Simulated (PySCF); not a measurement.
Compound: C₈H₇OP.
Atom-mapped SMILES: `[CH3:1][c:2]1[o:3][c:4]2[cH:5][cH:6][cH:7][cH:8][c:9]2[p:10]1`

NICS = −σ at a ghost point: NICS(0) at the centroid of the ring atoms, NICS(1) 1 Å to either side along the normal of their mean plane, zz for the tensor component along that normal. Level: GIAO PBE0/pcSseg-1 (PySCF, non-relativistic, gas phase) on the PBE0-D3(BJ)/def2-SVP geometry, one conformer.

Rings: 1. C2–O3–C4–C9–P10; 2. C4–C5–C6–C7–C8–C9.

| set | NICS(0) | NICS(1), two faces | NICS(1)zz, two faces |
| --- | --- | --- | --- |
| P | -9.2 | -9.6 / -9.6 | -20.3 / -20.4 |
| Q | -10.3 | -11.9 / -12.0 | -29.6 / -29.6 |

Which set (ppm) belongs to which ring?

P = 1, Q = 2.
- 1 (5-membered ring with O and P; formal bonds all aromatic): mean NICS(1)zz -20.3 ppm, shielded.
- 2 (6-membered carbocycle; formal bonds all aromatic): mean NICS(1)zz -29.6 ppm, shielded, aromatic by this magnetic criterion (flat ring, no four-coordinate atom), though in fused rings the probe also feels the neighbouring ring.

How do the rings differ in shape?

```json
{"ring": "1", "bond lengths (Å)": "1.350, 1.353, 1.404, 1.799, 1.715", "rms pucker (Å)": "0.00", "HOMA": "0.26", "nearest outside atom to a NICS(1) probe (Å)": "carbon 2.79"}
{"ring": "2", "bond lengths (Å)": "1.393, 1.389, 1.405, 1.388, 1.404, 1.404", "rms pucker (Å)": "0.00", "HOMA": "0.96", "nearest outside atom to a NICS(1) probe (Å)": "hydrogen 2.67"}
```

HOMA = 1 − mean of α(R − Ropt)² over the ring bonds, with Krygowski's 1993 parameters (CC: Ropt 1.388 Å, α 257.7 Å⁻²; CO: Ropt 1.265 Å, α 157.38 Å⁻²; CP: Ropt 1.698 Å, α 118.91 Å⁻²).
